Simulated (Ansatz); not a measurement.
C₃H₉AsS₃⁻, that is As(SMe)3 with one electron more. The state is a doublet with charge -1. Geometry PBE-D4/def2-SVP, that of the neutral singlet; atoms count from 1.

Cartesian coordinates in Å:
```
As 0.156 -0.157 0.053
S 0.395 1.217 -1.741
C 1.037 -0.004 -2.950
H 1.963 -0.495 -2.590
H 1.273 0.565 -3.871
H 0.271 -0.767 -3.188
S -0.397 1.468 1.542
C 1.290 1.932 2.094
H 1.841 1.067 2.514
H 1.159 2.690 2.891
H 1.867 2.383 1.263
S -1.971 -0.810 -0.409
C -2.171 -2.075 0.904
H -1.397 -2.866 0.838
H -3.164 -2.538 0.742
H -2.153 -1.610 1.909
```

The highest occupied level of the charge -1 doublet lies above zero (up to 1.78 eV). Energy differences put its binding near zero (-0.08 eV; vertical, against the charge 0 singlet, at PBE-D4/def2-TZVPD), which leaves it undecided. The gap within one spin of the charge -1 doublet nearly closes, so an electron or hole may be smeared out by delocalisation error.

Problem. Estimate the Mulliken populations from the PBE/def2-TZVPD orbitals of Ansatz.

Solution. 
```json
{"atom": "As1", "charge (e)": "0.08", "spin (α − β)": "0.36"}
{"atom": "S2", "charge (e)": "-0.39", "spin (α − β)": "0.15"}
{"atom": "C3", "charge (e)": "-0.51", "spin (α − β)": "-0.05"}
{"atom": "H4", "charge (e)": "0.27", "spin (α − β)": "-0.02"}
{"atom": "H5", "charge (e)": "0.16", "spin (α − β)": "0.02"}
{"atom": "H6", "charge (e)": "0.21", "spin (α − β)": "0.02"}
{"atom": "S7", "charge (e)": "-0.42", "spin (α − β)": "0.11"}
{"atom": "C8", "charge (e)": "-0.64", "spin (α − β)": "0.12"}
{"atom": "H9", "charge (e)": "0.23", "spin (α − β)": "-0.01"}
{"atom": "H10", "charge (e)": "0.24", "spin (α − β)": "-0.05"}
{"atom": "H11", "charge (e)": "0.19", "spin (α − β)": "0.04"}
{"atom": "S12", "charge (e)": "-0.52", "spin (α − β)": "0.28"}
{"atom": "C13", "charge (e)": "-0.50", "spin (α − β)": "-0.01"}
{"atom": "H14", "charge (e)": "0.26", "spin (α − β)": "-0.03"}
{"atom": "H15", "charge (e)": "0.22", "spin (α − β)": "-0.01"}
{"atom": "H16", "charge (e)": "0.13", "spin (α − β)": "0.09"}
```
Mulliken values depend strongly on the basis. With diffuse functions, as here, like atoms can get unlike values, and bond orders can come out too low or too high.

Problem. Where does the spin sit?

Solution. Summed by element: As 0.36, S 0.54, C 0.05, H 0.05, of 1 unpaired in all. Largest on single atoms: As1 0.36, S12 0.28, S2 0.15.

Problem. And the Mayer bond orders between heavy atoms (over 0.3)?

Solution. As1–S2 0.99 (2.27 Å); As1–S7 1.14 (2.27 Å); As1–S12 1.08 (2.27 Å); S2–C3 0.88 (1.83 Å); S7–C8 0.91 (1.83 Å); S12–C13 0.88 (1.83 Å).
